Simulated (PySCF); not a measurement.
Species: C₇H₁₀O₂.
SMILES: `C/C=C(C)/C=C\C(=O)O`

Theory: PySCF 2.14.0, density-fitted response routines, TDDFT wB97X-D/def2-SVPD, vertical, gas phase, core orbitals frozen in the response. One conformer (not necessarily the lowest) at the PBE0-D3(BJ)/def2-SVP geometry, without solvent, vibrations or thermal averaging. Torsions of this conformer, `[CH3:1]/[CH:2]=[C:3]([CH3:4])/[CH:5]=[CH:6]\[C:7](=[O:8])[OH:9]`: C2–C3–C5–C6 -173°, C5–C6–C7–O8 -159°, H–O9–C7–C6 179°.

Problem. List the vertical singlet excitations with oscillator strengths and describe the spectrum.

Solution. 

```tsv
state	E (eV)	E (hartree)	f	|μ| (D)	main configurations (H = HOMO, L = LUMO)
S1	4.81	0.1769	0.511	5.29	H→L (78%), H-1→L (15%)
S2	5.20	0.1911	0.223	3.36	H-1→L (68%), H→L (19%), H-1→L+2 (8%)
S3	6.63	0.2435	0.0044	0.42	H→L+1 (70%), H→L+4 (10%), H→L+3 (9%)
S4	6.77	0.2489	0.070	1.66	H-2→L (48%), H→L+2 (39%)
S5	6.84	0.2515	0.0012	0.22	H-4→L (31%), H→L+2 (28%), H-2→L (26%)
S6	6.88	0.2528	0.0054	0.45	H-4→L (56%), H→L+2 (24%), H-2→L (12%)
S7	7.17	0.2634	0.028	1.01	H-3→L (80%)
S8	7.37	0.2709	0.0049	0.42	H→L+4 (76%), H→L+1 (8%)
S9	7.47	0.2744	0.0013	0.22	H-5→L (75%)
S10	7.52	0.2763	0.012	0.65	H→L+3 (66%)
```

Triplets (Tamm–Dancoff): T1 2.83 eV, H→L (91%); T2 4.54 eV, H-2→L (39%), H→L+2 (28%), H-1→L (19%); T3 4.76 eV, H-1→L (60%), H-2→L (16%), H-1→L+2 (12%); T4 5.74 eV, H-3→L (65%), H-3→L+2 (10%).

The lowest singlet comes at 258 nm (464 kJ/mol) in the ultraviolet; it is strong; its leading configuration is HOMO→LUMO (78%). The lowest level is also the most intense of those listed (f = 0.511). Löwdin shares by element: HOMO carbon 73% or more (atoms not listed hold the other 27%); LUMO carbon 65% or more (atoms not listed hold the other 35%). Of the 10 states listed, 5 reach f = 0.01 and none stays under 0.0005. The oscillator strengths of these states sum to 0.862; summed over the whole spectrum of an exact calculation they would give the number of electrons, 68 (Thomas–Reiche–Kuhn). Weighted by f, the mean energy of these states is 5.23 eV. The vertical ionisation energy (ΔSCF) is 8.54 eV, 1.03 eV above S10. Only the lowest 10 singlets were computed, as vertical energies without vibronic structure.
